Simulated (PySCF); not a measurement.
Computed shifts of a molecule C3H11FSi2, PBE0/pcSseg-1 (PySCF), GIAO, gas phase, atoms alike by connectivity averaged where their shifts nearly agree, in ppm (number of nuclei): ¹³C: 23.5 (2), 15.9 (1). ²⁹Si: 15.1 (1), -60.1 (1). ¹⁹F: -270.1 (1). ¹H: 6.06 (1), 5.97 (1), 4.14 (1), 3.95 (1), 1.57 (6), 1.57 (1). References: ¹³C against TMS (σ = 186.3 ppm); ²⁹Si against TMS (σ = 352.7 ppm); ¹⁹F against CFCl3 (σ = 167.2 ppm); ¹H against TMS (σ = 31.56 ppm), references at their B3LYP-D3(BJ)/def2-TZVP geometries, non-relativistic. Geometry optimised at B3LYP-D3(BJ)/def2-SVP. The values are those of a single conformer.

Pick the molecule that these values belong to.
A) C[SiH2][C@](C)(F)[SiH3]
B) C[SiH2][C@H](F)C[SiH3]
C) C[C@H](F)[Si@H](C)[SiH3]
D) CC(C)[SiH2][SiH2]F

D, CC(C)[SiH2][SiH2]F
